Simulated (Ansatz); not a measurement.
Potential energy curve for OH (cation, charge +1), triplet.

Levels of theory: UHF/cc-pVDZ (Ansatz, an electronic-structure program); UMP2 = Ansatz with MP2 on UHF/cc-pVDZ, frozen core; UKS-B3LYP = unrestricted B3LYP/cc-pVDZ (Ansatz); UKS-BLYP = unrestricted BLYP/cc-pVDZ run with Ansatz; UKS-PBE = unrestricted PBE/cc-pVDZ in Ansatz; FCI = full CI/cc-pVDZ, frozen core run with Ansatz.

All curves are set to zero at 1.04 Å and compared with full CI in the same basis at 1.04, 1.09, 1.15, 1.20, 1.28, 1.37, 1.54, 1.72, 1.88, 2.07, 2.28, 2.51, 2.86, 3.09, 3.59, 4.13 Å.

**Question.** Which method stays most parallel to full CI over these points, and which least?

**Answer.** UMP2 has the smallest spread and UKS-BLYP the largest. In order (kcal/mol): UMP2 11.94, UKS-B3LYP 28.72, UHF 31.53, UKS-PBE 38.53, UKS-BLYP 40.56.

Errors against full CI at some of the points (kcal/mol):

```tsv
method	1.28 Å	1.54 Å	2.07 Å	2.51 Å	4.13 Å
UMP2	1.8	5.7	8.8	5.5	-2.9
UKS-B3LYP	-1.8	-3.5	-10.7	-18.2	-28.7
UHF	4.1	4.9	-5.3	-14.9	-26.6
UKS-PBE	-3.3	-6.2	-14.9	-24.2	-38.5
UKS-BLYP	-4.1	-7.8	-17.2	-26.3	-40.6
```

The unrestricted determinant behind UHF, UMP2 is spin-contaminated at 1.54 to 4.13 Å (<S²> up to 3.0, against 2.00 for a pure triplet). The unrestricted determinant behind UKS-B3LYP is spin-contaminated at 1.72 to 4.13 Å (<S²> up to 2.5, against 2.00 for a pure triplet). The unrestricted determinant behind UKS-BLYP, UKS-PBE is spin-contaminated at 1.88 to 4.13 Å (<S²> up to 2.5, against 2.00 for a pure triplet).
